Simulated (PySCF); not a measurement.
C₃H₂N (SMILES [CH]=CC#N), doublet, geometry from GFN2-xTB. Base run: BLYP/6-31G** (PySCF).

Geometry (Å):
```xyz
6

C     -0.1131    -1.6732     0.0094
C      0.5486    -0.5570    -0.0051
C     -0.0728     0.7168    -0.0023
H      0.0617    -2.7218     0.0118
H      1.6442    -0.4844    -0.0207
N     -0.5545     1.7552    -0.0004
```
Charge 0, spin multiplicity 2.
Orbitals are unrestricted.
All else is at PySCF's defaults.
Base energy -170.08095 Eh.

The base run was repeated with changes; each row names its change, and settings that it needs were set with it.

```json
[
 {"change": "base", "ΔE vs base (µEh)": "0.0", "grid points": "75872", "electrons on the grid": "27.00000"},
 {"change": "grids.prune = off", "ΔE vs base (µEh)": "-0.1", "grid points": "120800", "electrons on the grid": "27.00000"},
 {"change": "small_rho_cutoff = 0", "ΔE vs base (µEh)": "0.0", "grid points": "75872", "electrons on the grid": "27.00000"},
 {"change": "grids.radi_method = delley", "ΔE vs base (µEh)": "0.1", "grid points": "79872", "electrons on the grid": "27.00000"},
 {"change": "grids.prune = dft.gen_grid.sg1_prune", "ΔE vs base (µEh)": "6.8", "grid points": "33880", "electrons on the grid": "26.99996"},
 {"change": "grids.level = 1", "ΔE vs base (µEh)": "15.4", "grid points": "25608", "electrons on the grid": "26.99991"},
 {"change": "grids.becke_scheme = stratmann", "ΔE vs base (µEh)": "-1.4", "grid points": "75872", "electrons on the grid": "27.00000"},
 {"change": "grids.prune = dft.gen_grid.treutler_prune", "ΔE vs base (µEh)": "-2.1", "grid points": "66152", "electrons on the grid": "27.00000"},
 {"change": "grids.atom_grid = (50, 194)", "ΔE vs base (µEh)": "7.2", "grid points": "39264", "electrons on the grid": "26.99998"},
 {"change": "grids.level = 4", "ΔE vs base (µEh)": "-0.7", "grid points": "145120", "electrons on the grid": "27.00000"},
 {"change": "grids.atom_grid = (30, 110)", "ΔE vs base (µEh)": "-66.0", "grid points": "14736", "electrons on the grid": "26.99979"}
]
```

Open shells are given as the SCF converged; they aren't shown to be the lowest states, and a large step between rows can be another state.
